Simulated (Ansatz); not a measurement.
A structure relaxed at PBE-D4/def2-SVP in Ansatz, charge 0, singlet:

| atom | x (Å) | y (Å) | z (Å) |
| --- | --- | --- | --- |
| C1 | -0.078 | -0.540 | -0.976 |
| F2 | -0.259 | 0.322 | -2.008 |
| F3 | -1.122 | -1.406 | -0.984 |
| F4 | 1.044 | -1.256 | -1.239 |
| Sn5 | 0.077 | 0.533 | 0.963 |
| H6 | 0.304 | -0.651 | 2.193 |
| H7 | -1.393 | 1.401 | 1.192 |
| H8 | 1.426 | 1.598 | 0.860 |

Problem. Give its formula, name or SMILES and point group.

Solution. Sn(CF3)H3 (CH₃F₃Sn). Point group C3v (tolerance 0.1 Å).

Problem. Summarise the bond lengths by kind (pairs closer than 1.2 times the sum of covalent radii, bridged metal pairs left out).

Solution. 3 × C–F 1.36 Å; 1 × C–Sn 2.22 Å; 3 × H–Sn 1.72 Å.

In the def2 sets Sn takes a core potential; there is no spin–orbit coupling. Another isomer (singlet) lies 3.59 eV lower at PBE0-D4/def2-TZVP; other spin states weren't run for this one.
